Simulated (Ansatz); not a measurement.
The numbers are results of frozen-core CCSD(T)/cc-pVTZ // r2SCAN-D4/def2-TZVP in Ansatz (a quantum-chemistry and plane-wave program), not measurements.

Ansatz 0.2 input:
```yaml
crystal:
  periodic: [false, false, false]
  atoms:
    - { symbol: O, position_ang: [-0.076888, 1.836903, -1.063537] }
    - { symbol: Si, position_ang: [0.053007, 0.744274, 0.182998] }
    - { symbol: Si, position_ang: [-2.007846, -0.351587, 0.344371] }
    - { symbol: Si, position_ang: [1.794427, -0.795974, -0.159476] }
    - { symbol: H, position_ang: [0.703615, 2.359733, -1.268796] }
    - { symbol: H, position_ang: [0.332415, 1.438051, 1.479149] }
    - { symbol: H, position_ang: [-1.939887, -1.306832, 1.483424] }
    - { symbol: H, position_ang: [-3.119475, 0.605177, 0.588564] }
    - { symbol: H, position_ang: [-2.29446, -1.116902, -0.897238] }
    - { symbol: H, position_ang: [1.541072, -1.637266, -1.359507] }
    - { symbol: H, position_ang: [3.092109, -0.090147, -0.356638] }
    - { symbol: H, position_ang: [1.921911, -1.685429, 1.026684] }
basis:
  gaussian: { orbitals: cc-pVTZ }
correlation:
  method: ccsd_t
```

Output:

```
Functional definition: HF
1396 factors; integrals over basis functions are off by at most 1.2e-3 eV
mean field evaluation 1: about -25749.6273 eV, gradient 3.7e1 eV
mean field evaluation 2: about -25749.8913 eV, gradient 3.7e1 eV
mean field evaluation 4: about -25753.3569 eV, gradient 3.9e0 eV
mean field evaluation 8: about -25753.4385 eV, gradient 1.4e-1 eV
mean field evaluation 16: about -25752.0266 eV, gradient 2.4e1 eV
mean field -25753.43863101 eV, -946.4214133818 hartree, gradient 6.7e-6 eV, S^2 0.000000; 0 other end points of the search recorded, 0 dependent functions left out
16 core orbitals not correlated
reference -25753.43863101 eV, -946.4214133818 hartree; 13, 13 occupied and 215, 215 virtual orbitals, 1396 factors
second order -16.92126452 eV of doubles, -0.00000000 eV of singles
cycle   1  -18.02357073 eV  change    -1.1e0 eV  update   1.0e-1
cycle   2  -18.59701122 eV  change   -5.7e-1 eV  update   3.3e-2
cycle   3  -18.69031225 eV  change   -9.3e-2 eV  update   1.5e-2
cycle   4  -18.68033733 eV  change    1.0e-2 eV  update   4.0e-3
cycle   5  -18.67915523 eV  change    1.2e-3 eV  update   1.6e-3
cycle   6  -18.67903373 eV  change    1.2e-4 eV  update   4.4e-4
cycle   7  -18.67874156 eV  change    2.9e-4 eV  update   1.5e-4
cycle   8  -18.67873830 eV  change    3.3e-6 eV  update   5.1e-5
cycle   9  -18.67876689 eV  change   -2.9e-5 eV  update   2.1e-5
perturbative correction -0.64737823 eV, -0.0237907111 hartree
Total energy: -25772.76477612 eV, -947.1316361151 hartree
```

Cost: very roughly 5 core-minutes.
